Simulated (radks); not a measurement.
Values are calculated unless marked as measured or tabulated.
Removal energies from the mercury ion Hg7+, [Xe] 4f14 5d5, by Delta-SCF beside the eigenvalue of the level emptied. Level of theory: scalar-relativistic Kohn-Sham, LDA (Slater exchange, Perdew-Wang correlation), spin-polarised, spherical densities, finite nucleus; Fermi nuclear charge, rms radius of each element as measured or else 0.836 A^(1/3) + 0.57 fm (a radial shooting solver on a logarithmic mesh with Libxc functionals). Open shells are filled with parallel spins first.

| removed from | final configuration | Delta-SCF (eV) | -eigenvalue (eV) |
|---|---|---|---|
| 5d | [Xe] 4f14 5d4 | 117.32 | 108.59 |
| 5p | [Kr] 4d10 4f14 5s2 5p5 5d5 | 177.32 | 167.48 |
| 4f | [Xe] 4f13 5d5 | 220.29 | 203.50 |
| 5s | [Kr] 4d10 4f14 5s1 5p6 5d5 | 232.22 | 221.45 |
